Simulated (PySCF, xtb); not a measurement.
C2H5S, SMILES C[CH]S, multiplicity 2. One conformer was computed; it need not be the lowest.

Harmonic wavenumbers (cm⁻¹) from GFN2-xTB run with xtb 6.7.1 at its own minimum, in rising order: 135, 254, 335, 507, 766, 854, 1008, 1051, 1139, 1263, 1399, 1466, 1477, 2378, 2882, 2994, 3014, 3121.

Question: What does PBE-D3(BJ)/def2-TZVP (PySCF) give at its own minimum? (Estimate from the structure and the level; the computed values follow.)

Answer: 142, 223, 317, 377, 708, 878, 972, 1038, 1101, 1279, 1352, 1413, 1429, 2574, 2892, 2961, 3032, 3132. Paired by order, the mean absolute difference is 44 cm⁻¹ and the zero-point energies are 37.2 and 36.9 kcal/mol.
